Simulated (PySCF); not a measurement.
PySCF job for AlF2, SMILES [F][Al+][F], charge +1, PBE/pcSseg-2. The structure is a stationary point at B3LYP-D3(BJ)/def2-TZVP. The spin state was assumed, not searched. The isomer is the one that the SMILES or the coordinates give; other isomers of the formula were not compared.

```python
import numpy as np
from pyscf import gto, scf, dft
from pyscf.prop.nmr import rks as nmr

mol = gto.M(
    atom='''
    Al    0.00000000    0.00000000    0.00000000
    F     0.00000000    0.00000000   -1.59180754
    F     0.00000000    0.00000000    1.59180754
    ''',
    basis='pcSseg-2',
    charge=1,
    spin=0,
    max_memory=1600,
    verbose=3,
)
mf = dft.RKS(mol, xc='pbe')
mf.grids.level = 3
mf.conv_tol = 1e-10
mf.max_cycle = 100
mf.kernel()
n = nmr.NMR(mf)
n.verbose = 2
n.max_cycle_cphf = 60
sigma = n.kernel()
print('atom   isotropic/ppm   span/ppm')
for i, s in enumerate(sigma):
    w = np.linalg.eigvalsh((s + s.T) / 2)
    print(f'{mol.atom_symbol(i):2s}{i + 1:3d} {w.mean():14.3f} {w[2] - w[0]:11.3f}')
```

Log of the run:

```
converged SCF energy = -441.685215696714
atom   isotropic/ppm   span/ppm
Al  1        506.578     425.855
F   2        375.582     162.879
F   3        375.582     162.879
```

The calculation finished and met its thresholds.

Cost: roughly 5 core-seconds.
